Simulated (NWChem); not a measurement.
System: SiH3Cl; SMILES [SiH3]Cl

Input file for NWChem:

```
start job
memory heap 200 mb stack 900 mb global 1100 mb
geometry units angstroms noautosym nocenter noautoz
  Si     0.000000     0.000000    -0.958007
  Cl     0.000000     0.000000     1.122292
  H     -0.792593    -1.176561    -1.447511
  H      1.415228    -0.098125    -1.447511
  H     -0.622635     1.274686    -1.447511
end
basis spherical
  Si library def2-svp
  Cl library def2-svp
  H library def2-svp
end
dft
  xc pbe0
  iterations 150
end
property
  shielding 3 1 2 3
end
task dft property
```

All runs use the structure optimised with PBE-D3(BJ)/def2-SVP.

GIAO values for the isolated, static molecule; σ is the absolute isotropic shielding.

Atoms are numbered as in the input.

Problem. What results follow from this input? (PBE0/def2-SVP, GIAO.) Quantities: basis functions; σ Si1 (ppm); σ Cl2 (ppm); σ H3 (ppm).

Solution. The number of basis functions is 51. The σ Si1 (ppm) comes out as 433.8. The σ Cl2 (ppm) is 1056.7. The σ H3 (ppm) is 26.15.
